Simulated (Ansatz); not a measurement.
Mulliken charges of CH$_{4}$AlFOSi (`F[SiH]1O[CH2][AlH]1`) from r2SCAN/def2-TZVPP in Ansatz (PBE0-D4/def2-TZVP geometry).

```
atom   x (Å)   y (Å)   z (Å)  charge (e)
  F1   1.396   1.529  -1.554      -0.322
 Si2   1.023   1.001  -0.083       0.540
  O3   0.985  -0.657  -0.024      -0.357
  C4  -0.361  -1.203  -0.016      -0.121
 Al5  -1.318   0.519   0.341       0.371
  H6   2.135   1.495   0.770      -0.109
  H7  -0.418  -1.969   0.764       0.065
  H8  -0.560  -1.700  -0.971       0.065
  H9  -2.793   0.941   0.756      -0.131
```

Q: By hand: the dipole of these point charges (1 e Å = 4.8032 D).

A: Σ q r = (-0.624, 0.096, 0.396) e Å, of length 0.745 e Å = 3.58 D.

Q: How does the dipole of the full density compare? (Best estimate.)

A: Computed: (-0.472, -0.045, 0.243) e Å, 2.56 D; the point charges give 1.40 times that, at 13° from its direction.

Point charges leave out the atoms' own dipoles, such as those of lone pairs, and Mulliken's split depends on the basis, so the two needn't agree.
